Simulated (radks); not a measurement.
Results of a calculation; reference values are marked as such.
Neutral scandium inside a hard spherical wall (all orbitals vanish at R), configuration held at [Ar] 3d1 4s2 and not refilled when levels cross. Level of theory: scalar-relativistic Kohn-Sham, PBE, spin-unpolarised, spherical densities, finite nucleus; Fermi nuclear charge, rms radius 3.5459 fm (a radial shooting solver on a logarithmic mesh with Libxc functionals). Eigenvalues in eV, with the zero of energy where the potential of the charges vanishes at infinity; a dash marks a level that is unbound or too diffuse for the functional's potential to be trusted. A positive occupied level is held by the wall or, in an anion where self-interaction has pushed it up, behind a barrier. The pressure on the wall is -dE/dV.

R (bohr)	E (hartree)	kinetic (hartree)	e(3s)	e(3p)	e(4s)	e(3d)	e(4p, empty)	e(5s, empty)	pressure (GPa)
free	-764.05496	769.856	-55.039	-33.625	-4.183	-3.233	-1.467	-	0
20	-764.05496	769.856	-55.039	-33.625	-4.183	-3.233	-1.467	-	< 0.0001
15	-764.05495	769.856	-55.038	-33.623	-4.182	-3.232	-1.461	0.299	< 0.0001
12	-764.05479	769.858	-55.020	-33.605	-4.169	-3.216	-1.415	0.961	0.00304
10	-764.05353	769.869	-54.930	-33.516	-4.101	-3.134	-1.258	2.170	0.0344
7	-764.02568	770.026	-53.952	-32.550	-3.249	-2.257	0.156	8.594	1.39
5	-763.83764	770.751	-50.934	-29.602	0.511	0.540	5.432	26.360	21.0
2	-752.07228	805.471	-9.381	13.829	134.21	50.474	149.08	365.04	13900
